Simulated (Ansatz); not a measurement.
Born–Oppenheimer molecular dynamics of CH7BrSi (10 atoms, charge 0, multiplicity 1). It starts at the highest image of a converged band. Of that band: Neighbouring images differ by up to 1.3 eV, so the band resolves the path poorly. A vibrational analysis at the climbing image gives one clearly imaginary mode, 509i cm⁻¹: a first-order saddle point.

These are results of Ansatz 0.2.0, RKS PBE0-D4/def2-SVP, not measurements.

```json
{"ensemble": "NVE (velocity Verlet)", "time step": "0.5 fs", "steps asked": "200", "starting velocities drawn for": "300 K", "seed": "2548"}
```

First frame:

```xyz
10
Properties=species:S:1:pos:R:3
Si -0.630 0.865 -0.158
C 0.268 -1.011 0.442
H -1.195 0.879 -1.526
H -1.772 0.423 0.723
H -0.068 2.054 0.521
H 0.812 -0.222 -0.338
Br 1.748 0.991 -1.548
H -0.575 -1.622 0.098
H 1.197 -1.585 0.275
H 0.213 -0.771 1.511
```

Question: How far do the bonds stretch over the last three quarters of this one trajectory? (Pairs bonded in most of those frames.)

Answer: 
```tsv
bond	mean (Å)	spread (Å)	shortest	longest
Si1–C2	1.881	0.076	1.76	1.99
Si1–H3	1.499	0.020	1.46	1.54
Si1–H4	1.503	0.036	1.44	1.56
Si1–H5	1.495	0.028	1.45	1.54
C2–H8	1.103	0.018	1.07	1.13
C2–H9	1.103	0.016	1.07	1.13
C2–H10	1.102	0.008	1.09	1.12
H6–Br7	1.462	0.111	1.29	1.62
```

Mean temperature of the second half: 1478 K. The conserved energy stayed within 0.33 meV per atom of its start (net change -0.036 meV per atom), so the integration is sound. The system heated up, since it started high on the potential surface and ran downhill. A run of 0.1 ps of so small a system gives no equilibrium averages. The orbitals stay closed-shell, which can raise the energy where a bond breaks towards radicals; this wasn't checked here.

Run time: 8.8 min on 2 threads of Arm Neoverse V1, with other jobs on the host, peak memory 0.21 GiB.
